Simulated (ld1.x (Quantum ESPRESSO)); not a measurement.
**phosphorus, TM semilocal: configuration errors across variants**

| Property | Result |
| --- | --- |
| Element | phosphorus |
| Generator | ld1.x (Quantum ESPRESSO) 7.5 |
| Type | norm-conserving Troullier–Martins (semilocal form) |
| Functional | PBEsol |
| Relativity | scalar-relativistic |
| Frozen core | [Ne] |
| Valence charge | 5 |
| Reference configuration | 3s1.75 3p3.25 |
| Partial waves | 3p (bound): rc 1.75 bohr; 3d channel at 0.3 Ry: rc 1.90 bohr; 3s (bound): rc 1.10 bohr |
| Local potential | the s channel |
| Core correction | Bessel-smoothed model core inside 0.90 bohr |

All-electron excitation energies from the reference (eV): (1) 3s2 3p3 -2.114; (2) 3s2 3p2 7.584; (3) 3s2 3p1 26.696; (4) 3s0 3p5 15.038; (5) 3s1 3p0 108.314; (6) 3s1 3p4 6.395; (7) 3s2 3p3.3 -3.413.

A semilocal file is local in each channel, so a ghost entry of none says nothing of the separable form that plane-wave codes build from it.

1 further variants failed, have other tests or too few solved ones, and are left out.

Errors AE − PS in meV (a dash: test not solved or not reliable):

| change | (1) | (2) | (3) | (4) | (5) | (6) | (7) | bound ghosts |
| --- | --- | --- | --- | --- | --- | --- | --- | --- |
| base | -0.3 | +1.8 | +25 | -21 | +220 | -3.4 | +0.2 | none |
| all radii but the core radius scaled by about 0.84 (s 0.92, p 1.46, d 1.60 bohr) | -0.5 | -1.4 | +25 | -77 | +550 | -7.4 | +0.8 | none |
| all radii but the core radius scaled by about 0.93 (s 1.02, p 1.62, d 1.76 bohr) | -0.5 | +0.9 | +26 | -39 | +292 | -5.7 | +0.2 | none |
| all radii but the core radius scaled by about 1.05 (s 1.16, p 1.84, d 1.98 bohr) | -0.2 | +2.0 | +23 | -14 | +192 | -2.3 | +0.3 | none |
| all radii but the core radius scaled by about 1.14 (s 1.26, p 2.00, d 2.16 bohr) | 0.0 | +2.0 | +20 | -6.3 | +156 | -1.1 | +0.4 | none |
| all radii but the core radius scaled by about 1.21 (s 1.32, p 2.12, d 2.30 bohr) | 0.0 | +2.0 | +19 | -3.6 | +141 | -0.7 | +0.4 | none |
| all radii but the core radius scaled by about 1.31 (s 1.44, p 2.28, d 2.48 bohr) | +0.1 | +1.8 | +15 | +1.9 | +112 | +0.3 | +0.5 | none |

(1) Give the same row for: all radii but the core radius scaled by about 1.36 (s 1.50, p 2.38, d 2.58 bohr).

Answers

(1) +0.2, +1.7, +13, +4.3, +94, +0.7, +0.6; bound ghosts: none.
